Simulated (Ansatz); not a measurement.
Reaction: H5BGeO (SMILES O[BH][GeH3]) → H4BGeO (SMILES [O][BH][GeH3], doublet) + H (doublet) (the H-O bond breaks)
Each species at its own B3LYP-D3(BJ)/def2-TZVP minimum (Ansatz, a quantum-chemistry and plane-wave program), one conformer.

Property: bond dissociation energy (electronic), in kJ/mol. Radicals and triplets start from unrestricted determinants; spin-orbit coupling is neglected. Cores are frozen in correlated methods (noble-gas shells, and filled d and f shells in the p block). No relativity. CBS(X,Y): correlation extrapolated as X^-3, Hartree-Fock from the larger set. A bracket is a step between two methods taken in the basis named. Double hybrids freeze cores in their MP2 part. For partners of very few electrons the exact lower level stands in for a higher one. The UHF reference of H4BGeO ([O][BH][GeH3], doublet) is spin-contaminated (<S^2> up to 0.04 over the pure value in the sets run).

CCSD(T)/CBS(cc-pVTZ,cc-pVQZ) + [CCSDT(Q) - CCSD(T)]/cc-pVDZ (Ansatz) gives 399.7 kJ/mol.

### Question
What does PBE/def2-TZVPD (Ansatz) give here, and how do the other levels compare?

### Answer
PBE gives 360.1 kJ/mol, 39.6 kJ/mol below it. Differences of the others: r2SCAN/def2-TZVPD (Ansatz) -30.1; B3LYP/def2-TZVPD (Ansatz) -22.6; PBE0/def2-TZVPD (Ansatz) -18.7; B2PLYP/def2-TZVPD (Ansatz) -17.7; CCSD(T)/CBS(cc-pVTZ,cc-pVQZ) (Ansatz) 3.3 kJ/mol.
